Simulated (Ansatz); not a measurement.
Saddle point of BNH7OF, singlet (BH₂F ([BH2][F]) + H₂O + NH₃ → BNH₄ ([BH2][NH2]) + H₂O + HF; bonds formed: F2–H7, H5–O8; dative contacts that become bonds: B1–N6; bonds broken: B1–F2, H5–N6, H7–O8), PBE0-D4/def2-TZVP structure:

```
atom    x (Å)    y (Å)    z (Å)
  B1  -0.7129  -0.8073  -0.6843
  F2  -0.5332   0.9059  -1.2103
  H3  -0.1605  -1.3218  -1.6157
  H4  -1.9088  -0.8250  -0.6221
  H5   0.6337   0.6492   0.8544
  N6   0.0140  -0.8785   0.6128
  H7   0.0300   1.3858  -0.4924
  O8   0.7385   1.6409   0.6328
  H9   0.7971  -1.5162   0.6224
 H10  -0.5679  -1.0569   1.4191
 H11   1.6699   1.8238   0.4831
```

Energies are electronic, without zero-point energy. Barriers and step energies count from the start structure reached by relaxing down the imaginary mode; all methods use the PBE0-D4 structures, on which another method's saddle can fall below an end. Computed with Ansatz 0.2.0 (basis: def2-TZVPP, with def2-QZVPP for the basis limit); correlated methods freeze the cores. B3LYP uses VWN-RPA correlation. Extrapolation: Hartree–Fock as exp(−7.88 √X), correlation as X^−2.97.

```json
{"method": "SPW92", "barrier (eV)": "0.869", "step energy (eV)": "0.963"}
{"method": "PBE-D4", "barrier (eV)": "1.039", "step energy (eV)": "0.766"}
{"method": "BLYP-D4", "barrier (eV)": "1.084", "step energy (eV)": "0.673"}
{"method": "r2SCAN-D4", "barrier (eV)": "1.136", "step energy (eV)": "0.855"}
{"method": "B97M-V", "barrier (eV)": "1.317", "step energy (eV)": "0.868"}
{"method": "PBE0-D4", "barrier (eV)": "1.164", "step energy (eV)": "0.829"}
{"method": "B3LYP-D4", "barrier (eV)": "1.177", "step energy (eV)": "0.737"}
{"method": "r2SCAN0-D4", "barrier (eV)": "1.215", "step energy (eV)": "0.881"}
{"method": "BHLYP-D4", "barrier (eV)": "?", "step energy (eV)": "0.811"}
{"method": "CAM-B3LYP-D4", "barrier (eV)": "1.191", "step energy (eV)": "0.801"}
{"method": "wB97X-V", "barrier (eV)": "1.226", "step energy (eV)": "0.838"}
{"method": "wB97M-V", "barrier (eV)": "1.202", "step energy (eV)": "0.809"}
{"method": "B2PLYP", "barrier (eV)": "1.212", "step energy (eV)": "0.758"}
{"method": "PBE-QIDH", "barrier (eV)": "?", "step energy (eV)": "0.871"}
{"method": "RPA on PBE", "barrier (eV)": "1.242", "step energy (eV)": "0.812"}
{"method": "HF", "barrier (eV)": "1.584", "step energy (eV)": "0.728"}
{"method": "MP2", "barrier (eV)": "?", "step energy (eV)": "0.815"}
{"method": "CCSD", "barrier (eV)": "1.319", "step energy (eV)": "0.819"}
{"method": "CCSD(T)", "barrier (eV)": "1.254", "step energy (eV)": "0.820"}
```

Problem. Fill in the withheld barriers. (Judge from chemistry; the value comes from the calculation.)

Solution. By the calculation: BHLYP-D4 1.319; PBE-QIDH 1.240; MP2 1.213 eV. Each is the energy of the saddle less that of the start structure, by the same method.

For comparison, the barrier by CCSD(T) at an estimated basis limit (MP2 extrapolated from triple and quadruple zeta, plus CCSD(T) − MP2 in triple zeta) is 1.261 eV.

No T1 diagnostic of these runs exceeds 0.012.

The step is the kind of exchange with an N–H group that builds nitride films in atomic layer and chemical vapour deposition.

Labels in which every atom is bracketed show which atoms are joined, not bond orders.

For scale, one of the runs: CCSD(T)/def2-TZVPP, 222 basis functions, launched by `ansatz run in.yaml --threads 4 --pin off --events-out ev --progress --plain --max-ram 9574MiB`. Time: 27 s of wall clock on 4 CPU threads of an AMD EPYC 9R45; the host was shared. Peak host memory: 3.8 GiB.
